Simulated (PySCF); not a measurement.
Two-component Hartree-Fock for Zr²⁺ (zirconium, charge +2)

Start: [Kr] 4d1 5s1; 4d5/2 filled at m_j = +5/2; 5s1/2 filled at m_j = +1/2. Calculated with PySCF 2.14 in x2c-TZVPall-2c: generalised Hartree-Fock with the X2C-1e Hamiltonian and a Gaussian nucleus; one run each with spin-orbit coupling (SO) switched off, then screened by Boettger's factors. This is a chosen level, not necessarily the ground level.

| spinor shell | electrons | ε, spin-free (eV) | ε, screened SO (eV) | weight of nominal j (screened SO) | rms radius, screened SO (bohr) |
| --- | --- | --- | --- | --- | --- |
| 1s1/2 | 2 | -18116.7 | -18115.9 | 1.000 | 0.0426 |
| 2s1/2 | 2 | -2598.5 | -2598.3 | 1.000 | 0.176 |
| 2p1/2 | 2 | -2313.1 | -2372.3 | 1.000 | 0.154 |
| 2p3/2 | 4 | -2313.1 | -2285.2 | 1.000 | 0.158 |
| 3s1/2 | 2 | -472.86 | -472.83 | 1.000 | 0.487 |
| 3p1/2 | 2 | -377.15 | -387.00 | 1.000 | 0.489 |
| 3d3/2 | 4 | -219.91 | -221.39 | 0.998 | 0.493 |
| 3d5/2 | 6 | -219.91 | -218.93 | 0.999 | 0.497 |
| 4s1/2 | 2 | -86.430 | -86.441 | 1.000 | 1.29 |
| 4p3/2 | 4 | -58.527 | -58.038 | 0.960 | 1.46 |
| 4p1/2 | 2 | -58.527 | -59.631 | 0.921 | 1.43 |
| 4d5/2 | 1 | -25.463 | -25.399 | 1.000 | 2.08 |
| 5s1/2 | 1 | -20.106 | -20.113 | 1.000 | 3.44 |

Question: Where does 3p3/2 lie, and what is the 3p spin-orbit splitting (screened SO)?

Answer: At -372.53 eV, 14.477 eV above 3p1/2.

```json
{"quantity": "E (hartree)", "spin-free": "-3595.27736", "screened SO": "-3595.62208"}
{"quantity": "M_J", "spin-free": "3", "screened SO": "3"}
{"quantity": "⟨J²⟩", "spin-free": "12.006", "screened SO": "12.006"}
{"quantity": "⟨L²⟩", "spin-free": "6.005", "screened SO": "6.012"}
{"quantity": "⟨S²⟩", "spin-free": "2.001", "screened SO": "2.009"}
```

Each row is a mean over spinors that exchange with the open shell spreads, by up to 3.710 eV (4p3/2).

Breit and QED terms are absent; they matter most for the inner s and p1/2 levels.

Densities and radii are taken from the X2C orbitals without a picture-change correction, which distorts them close to the nucleus.

Without spin-orbit coupling the j labels of p, d and f shells carry no meaning; the spin-free column gives the mean over the occupied spinors of each nl shell.
